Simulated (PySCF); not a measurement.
## SbH: from constants to spectrum

UHF-CCSD(T) constants of SbH, ³Σ⁻ (triplet), unpaired electrons π ↑↑ (Sb def2-TZVPPD with ECP28, H def2-TZVPPD; scalar-relativistic core potentials (PySCF 2.14); masses 120.9038 and 1.0078 u):

| Property | Result |
| --- | --- |
| ωe | 1936.8 cm⁻¹ |
| ωexe | 34.4 cm⁻¹ |
| Be | 5.7859 cm⁻¹ |
| αe | 0.157 cm⁻¹ |
| D (centrifugal) | 0.000207 cm⁻¹ |
| De to Sb + H | 2.55 eV |

Task: Give the vibrational terms G(v) and spacings up to v = 6.

Result: G(v) = ωe(v+½) − ωexe(v+½)².

| v | G(v) (cm⁻¹) | G(v) − G(v−1) | Bv (cm⁻¹) |
| --- | --- | --- | --- |
| 0 | 960 |  | 5.707 |
| 1 | 2828 | 1868 | 5.550 |
| 2 | 4627 | 1799 | 5.393 |
| 3 | 6357 | 1730 | 5.236 |
| 4 | 8019 | 1662 | 5.079 |
| 5 | 9612 | 1593 | 4.922 |
| 6 | 11136 | 1524 | 4.765 |

Task: How well does the Morse estimate ωe²/(4ωexe) reproduce De, and what is D0?

Result: It gives 3.38 eV, 133 % of the computed De. D0 = De − G(0) = 2.55 − 0.12 = 2.43 eV.

Correlated steps freeze 4 core orbitals. These are scalar-relativistic numbers at best; spin–orbit coupling would shift them, the dissociation energy most. The state is the lowest determinant that a PBE0 search found; another state may lie lower at other levels.
